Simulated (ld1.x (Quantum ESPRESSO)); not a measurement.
## Ti (Z = 22), ultrasoft: configuration errors across variants

```
Element                 : Ti
Generator               : ld1.x (Quantum ESPRESSO) 7.5
Type                    : ultrasoft
Functional              : BLYP
Relativity              : scalar-relativistic
Frozen core             : [Ne]
Valence charge          : 12
Reference configuration : 3s2 3p6 3d2.5 4s1.5 4p0
Partial waves           : 3s (bound): rcut 1.35, rcutus 1.75 bohr; 4s (bound): rcut 1.35, rcutus 1.75 bohr; 3p (bound): rcut 1.50, rcutus 1.65 bohr; 4p (bound, empty): rcut 1.50, rcutus 1.65 bohr; 3d (bound): rcut 1.65, rcutus 1.80 bohr; 3d channel at 0.1 Ry: rcut 1.65, rcutus 1.80 bohr
Local potential         : all-electron potential smoothed inside 1.30 bohr (lloc = -1)
Core correction         : none
Augmentation charge     : PSQ, inside the norm-conserving radii
```

All-electron excitation energies from the reference (eV): (1) 3s2 3p6 3d2 4s2 4p0 -0.353; (2) 3s2 3p6 3d2 4s1 4p0 6.934; (3) 3s2 3p6 3d2 4s0 4p0 20.652; (4) 3s2 3p6 3d1 4s2 4p0 9.278; (5) 3s2 3p5 3d2 4s2 4p0 44.986; (6) 3s2 3p6 3d0 4s0 4p0 90.862; (7) 3s2 3p6 3d3 4s0 4p0 7.095.

The overlap operator is not positive definite (basis up to 400 Ry) in “base”, “all radii scaled by about 0.81 (s 1.42, p 1.34, d 1.46 bohr, rcut 1.10/1.22/1.34); local potential all-electron potential smoothed inside 1.06 bohr (lloc = -1)”, “all radii scaled by about 1.05 (s 1.84, p 1.74, d 1.90 bohr, rcut 1.42/1.58/1.74); local potential all-electron potential smoothed inside 1.38 bohr (lloc = -1)”, “all radii scaled by about 1.09 (s 1.90, p 1.80, d 1.96 bohr, rcut 1.46/1.62/1.80); local potential all-electron potential smoothed inside 1.42 bohr (lloc = -1)”, “all radii scaled by about 1.17 (s 2.04, p 1.92, d 2.10 bohr, rcut 1.56/1.74/1.92); local potential all-electron potential smoothed inside 1.52 bohr (lloc = -1)”, “all radii scaled by about 1.27 (s 2.22, p 2.08, d 2.28 bohr, rcut 1.70/1.90/2.08); local potential all-electron potential smoothed inside 1.64 bohr (lloc = -1)”, “all radii scaled by about 1.32 (s 2.30, p 2.18, d 2.36 bohr, rcut 1.78/1.98/2.18); local potential all-electron potential smoothed inside 1.72 bohr (lloc = -1)”, “all radii scaled by about 1.40 (s 2.44, p 2.30, d 2.52 bohr, rcut 1.88/2.10/2.30); local potential all-electron potential smoothed inside 1.82 bohr (lloc = -1)”. Such files are unfit for use, however small their errors in these radial tests.

Errors AE − PS in meV (a dash: test not solved or not reliable):

| change | (1) | (2) | (3) | (4) | (5) | (6) | (7) | bound ghosts |
| --- | --- | --- | --- | --- | --- | --- | --- | --- |
| base | -0.1 | -0.6 | -1.6 | -17 | -31 | -118 | -1.8 | not determined (overlap not positive) |
| all radii scaled by about 0.76 (s 1.32, p 1.26, d 1.36 bohr, rcut 1.02/1.14/1.26); local potential all-electron potential smoothed inside 0.98 bohr (lloc = -1) | +2.6 | +0.8 | -0.4 | – | +2.0 | – | – | none |
| all radii scaled by about 0.81 (s 1.42, p 1.34, d 1.46 bohr, rcut 1.10/1.22/1.34); local potential all-electron potential smoothed inside 1.06 bohr (lloc = -1) | +1.6 | +0.1 | -0.6 | -1.6 | -21 | – | – | not determined (overlap not positive) |
| all radii scaled by about 1.05 (s 1.84, p 1.74, d 1.90 bohr, rcut 1.42/1.58/1.74); local potential all-electron potential smoothed inside 1.38 bohr (lloc = -1) | -11 | -8.7 | -8.9 | -84 | +41 | – | – | not determined (overlap not positive) |
| all radii scaled by about 1.09 (s 1.90, p 1.80, d 1.96 bohr, rcut 1.46/1.62/1.80); local potential all-electron potential smoothed inside 1.42 bohr (lloc = -1) | -49 | -42 | -48 | -744 | -855 | -3469 | -67 | not determined (overlap not positive) |
| all radii scaled by about 1.17 (s 2.04, p 1.92, d 2.10 bohr, rcut 1.56/1.74/1.92); local potential all-electron potential smoothed inside 1.52 bohr (lloc = -1) | -6.4 | -6.7 | -16 | -392 | -357 | – | – | not determined (overlap not positive) |
| all radii scaled by about 1.27 (s 2.22, p 2.08, d 2.28 bohr, rcut 1.70/1.90/2.08); local potential all-electron potential smoothed inside 1.64 bohr (lloc = -1) | +27 | +22 | +20 | – | – | – | – | not determined (overlap not positive) |
| all radii scaled by about 1.32 (s 2.30, p 2.18, d 2.36 bohr, rcut 1.78/1.98/2.18); local potential all-electron potential smoothed inside 1.72 bohr (lloc = -1) | – | – | – | – | – | – | – | not determined (overlap not positive) |
| all radii scaled by about 1.40 (s 2.44, p 2.30, d 2.52 bohr, rcut 1.88/2.10/2.30); local potential all-electron potential smoothed inside 1.82 bohr (lloc = -1) | – | – | – | – | – | – | – | not determined (overlap not positive) |

Question: Give the same row for: all radii scaled by about 0.91 (s 1.60, p 1.50, d 1.64 bohr, rcut 1.24/1.36/1.50); local potential all-electron potential smoothed inside 1.18 bohr (lloc = -1).

Answer: +3.4, -0.4, -4.9, +47, +101, -276, +5.9; bound ghosts: none.
